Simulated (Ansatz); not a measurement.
```yaml
crystal:
  periodic: [false, false, false]
  atoms:
    - {symbol: C, position_ang: [0.227102, -1.221137, 0.679273]}
    - {symbol: N, position_ang: [-0.610707, 0.243483, 0.423941]}
    - {symbol: Al, position_ang: [-0.033586, 1.238564, -0.992934]}
    - {symbol: F, position_ang: [-0.634649, 2.863513, -1.017871]}
    - {symbol: F, position_ang: [1.201455, 0.907888, -1.882770]}
    - {symbol: H, position_ang: [-0.695333, -1.719201, 0.606499]}
    - {symbol: H, position_ang: [0.843350, -1.242397, 1.716463]}
    - {symbol: H, position_ang: [0.823926, -1.409607, -0.050579]}
    - {symbol: H, position_ang: [-1.131051, 0.591183, 0.990949]}
basis:
  gaussian: {orbitals: STO-3G}
hamiltonian: {xc: {name: RPBE}, dispersion: d4}
accuracy: high
relax: {f_tol: 0.0001, max_steps: 3}
output: {forces: true}
```

```sh
$ ansatz run in.yaml --threads 2 --pin off --events-out ev --progress --plain --max-ram 32768MiB --backend cpu
```

It prints (some lines left out):

```
Functional definition: RPBE
663 factors; integrals over basis functions are off by at most 1.6e-9 eV
mean field evaluation 1: about -14425.6097 eV, gradient 3.5e1 eV
mean field evaluation 2: about -14412.9931 eV, gradient 7.4e1 eV
mean field evaluation 4: about -14429.9123 eV, gradient 3.8e0 eV
mean field evaluation 8: about -14429.8643 eV, gradient 1.2e-1 eV
mean field evaluation 16: about -14429.8644 eV, gradient 3.2e-6 eV
mean field -14429.86436276 eV, -530.2877344181 hartree, gradient 8.7e-8 eV, S^2 0.000000; 0 other end points of the search recorded, 0 dependent functions left out
reference -14429.86436501 eV, -530.2877345008 hartree; 24, 24 occupied and 9, 9 virtual orbitals, 663 factors
relax step   1: F+E_penalty+E_count = -14430.41743825 eV  Δ(F+E_penalty+E_count) = +0.000e0 eV  max|allowed force component| = 1.474e1 eV/Å  Δτ_max = 0.0000 Å  (26 SCF iters, accepted)
667 factors; integrals over basis functions are off by at most 1.6e-9 eV
mean field -14433.47315602 eV, -530.4203551242 hartree, gradient 8.3e-9 eV, S^2 0.000000; 0 other end points of the search recorded, 0 dependent functions left out
reference -14433.47315825 eV, -530.4203552063 hartree; 24, 24 occupied and 9, 9 virtual orbitals, 667 factors
relax step   2: F+E_penalty+E_count = -14434.02571433 eV  Δ(F+E_penalty+E_count) = -3.608e0 eV  max|allowed force component| = 2.176e0 eV/Å  Δτ_max = 0.1948 Å  (41 SCF iters, accepted)
667 factors; integrals over basis functions are off by at most 1.6e-9 eV
mean field -14433.69731498 eV, -530.4285928142 hartree, gradient 2.8e-8 eV, S^2 0.000000; 0 other end points of the search recorded, 0 dependent functions left out
reference -14433.69731720 eV, -530.4285928955 hartree; 24, 24 occupied and 9, 9 virtual orbitals, 667 factors
relax step   3: F+E_penalty+E_count = -14434.25278177 eV  Δ(F+E_penalty+E_count) = -2.271e-1 eV  max|allowed force component| = 7.438e-1 eV/Å  Δτ_max = 0.1782 Å  (41 SCF iters, accepted)
Error: geometry relaxation did not converge after 3 steps: max|allowed force component| = 7.44e-1 eV/Å (threshold 1.0e-4). Raise `relax.max_steps` over both its present limit and 3, loosen `relax.f_tol`, or start from a geometry closer to equilibrium. Where this run's directory can be resumed (`checkpoint.write`), a resume goes on for up to `relax.max_steps` more
```

Question: Something in this input is off. What?

Answer: The relaxation is allowed too few steps for its threshold. The run did not converge.
